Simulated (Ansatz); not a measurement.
A nudged elastic band was laid between two geometries of BBrH2 + ClH (6 atoms, charge 0, multiplicity 1).

All numbers below come from RKS PBE0/def2-SVP in Ansatz 0.2.0.

- movable images: 9
- climbing image: yes
- spring: 5.0 eV/Å²
- optimiser: fire
- start path: through a guess of the saddle point
- force threshold: 0.05 eV/Å
- iteration limit: 60
- end points: relaxed

Image 0:

```xyz
6
Properties=species:S:1:pos:R:3
B -0.589 -0.681 0.293
Br 0.784 -1.713 -0.553
H -1.555 -0.398 -0.362
H -0.504 -0.510 1.480
H 1.434 1.377 -0.725
Cl 0.429 1.925 -0.133
```

Image 10:

```xyz
6
Properties=species:S:1:pos:R:3
B -0.888 0.098 0.509
Br 1.509 -1.181 -0.931
H -1.607 -0.375 -0.331
H -0.554 -0.480 1.509
H 1.975 0.154 -1.101
Cl -0.434 1.784 0.345
```

(1) Which bonds break or form, and what moves?

(2) Give the energies along the band, and the barrier.

(3) What is the geometry of the highest image?

The band took 32 iterations and of the order of 5 core-minutes.

## Answers

(1) Bonds broken: B1–Br2, H5–Cl6. Bonds formed: B1–Cl6, Br2–H5. BBrH2 + ClH becomes BClH2 + BrH.

(2) The run converged. The highest image is number 5 of 0 to 10, 35.6 kJ/mol above the first end and 46.7 kJ/mol above the last; the last end lies 11.0 kJ/mol below the first. Another band between the same ends (9 images) ends at a top of the same energy, where a vibrational analysis finds 1 clearly imaginary mode. The orbitals stay closed-shell, which can raise the energy where a bond breaks towards radicals; this wasn't checked here.

```tsv
image	path coordinate (Å)	energy (kJ/mol)	B1–Br2 (Å)	H5–Cl6 (Å)	B1–Cl6 (Å)
0	0.00	0.0	1.92	1.29	2.83
1	0.26	0.8	1.93	1.29	2.68
2	0.53	4.6	1.95	1.30	2.50
3	0.80	12.8	1.98	1.31	2.30
4	1.07	25.5	2.05	1.38	2.12
5	1.35	35.6	2.16	1.58	1.97
6	1.66	22.0	2.34	1.92	1.87
7	1.96	3.8	2.56	2.25	1.80
8	2.26	-6.2	2.78	2.56	1.77
9	2.55	-10.1	2.94	2.88	1.76
10	2.85	-11.0	3.07	3.25	1.75
```

(3) 
```xyz
6
Properties=species:S:1:pos:R:3
B -0.521 -0.177 0.285
Br 1.119 -1.170 -0.706
H -1.501 -0.338 -0.387
H -0.450 -0.443 1.453
H 1.146 0.501 -0.619
Cl 0.207 1.628 -0.027
```

Time of the run: 2.4 min on 2 threads of AMD EPYC 9R45 96-Core Processor (Zen 5) (shared host), peak memory 0.18 GiB.
